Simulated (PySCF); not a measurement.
# Lanthanum: a sound run and one with changed settings

Sound run: La [Xe] 5d1 6s2, La⁺ [Xe] 5d2. All numbers are calculated (PySCF 2.14, a scalar-relativistic core potential, in def2-SVP with the def2 core potential (46 electrons)). The sound run starts from symmetry-adapted Hartree-Fock orbitals and uses a fine grid where one is needed.

Changed run: radial step 0.5 in ln r (0.13 in the sound run). This setting is unsound on purpose.

```tsv
species	method	sound run (hartree)	changed run (hartree)	converged
La	UHF	n/a	-31.07225	no
La	B3LYP	-31.49102	-31.48023	yes
La	MN15	-31.43831	-31.41736	yes
La⁺	UHF	-30.91504	-30.91504	yes
La⁺	B3LYP	-31.28193	-31.27006	yes
La⁺	MN15	-31.21069	-31.18511	yes
```

Ionisation energy of La:

```tsv
method	sound run (eV)	changed run (eV)
MN15	6.194	6.320
```

A coarse radial grid mis-integrates the density and the exchange-correlation energy, with errors of either sign; Hartree-Fock needs no grid.

For comparison, NIST gives 5.577 eV between the lowest levels.
